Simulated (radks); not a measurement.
Neutral chlorine inside a hard spherical wall (all orbitals vanish at R), configuration held at [Ne] 3s2 3p5 and not refilled when levels cross. Method: scalar-relativistic Kohn-Sham, PBEsol, spin-polarised, spherical densities, finite nucleus; open shells are filled with parallel spins first; Fermi nuclear charge, rms radius 3.3654 fm; computed with a radial shooting solver on a logarithmic mesh with Libxc functionals. Eigenvalues in eV for spin up, with the zero of energy where the potential of the charges vanishes at infinity; a dash marks a level that is unbound or too diffuse for the functional's potential to be trusted. A positive occupied level is held by the wall or, in an anion where self-interaction has pushed it up, behind a barrier. The pressure on the wall is -dE/dV.

| R (bohr) | E (hartree) | kinetic (hartree) | e(2s) | e(2p) | e(3s) | e(3p) | e(4s, empty) | e(4p, empty) | pressure (GPa) |
|---|---|---|---|---|---|---|---|---|---|
| free | -460.74821 | 462.738 | -252.23 | -191.49 | -21.053 | -8.955 | - | - | 0 |
| 20 | -460.74821 | 462.738 | -252.23 | -191.49 | -21.053 | -8.955 | - | - | < 0.0001 |
| 15 | -460.74821 | 462.738 | -252.23 | -191.49 | -21.053 | -8.955 | - | - | < 0.0001 |
| 12 | -460.74820 | 462.738 | -252.23 | -191.49 | -21.053 | -8.955 | -0.111 | 1.176 | < 0.0001 |
| 7 | -460.74704 | 462.749 | -252.14 | -191.40 | -20.984 | -8.888 | 1.885 | 4.745 | 0.0884 |
| 6 | -460.74247 | 462.786 | -251.90 | -191.16 | -20.808 | -8.709 | 3.751 | 7.501 | 0.596 |
| 4 | -460.59388 | 463.638 | -248.14 | -187.36 | -18.247 | -5.889 | 18.446 | 25.718 | 38.9 |
| 3.5 | -460.37696 | 464.676 | -244.57 | -183.74 | -15.819 | -3.097 | 29.948 | 38.585 | 127 |
| 3 | -459.82153 | 466.994 | -237.88 | -176.95 | -10.982 | 2.499 | 51.162 | 61.224 | 451 |
| 2.5 | -458.31991 | 472.343 | -225.44 | -164.26 | -0.562 | 14.376 | 93.131 | 104.12 | 1810 |
| 1.5 | -438.81805 | 523.792 | -156.75 | -92.846 | 103.09 | 121.95 | 420.78 | 414.48 | 57600 |
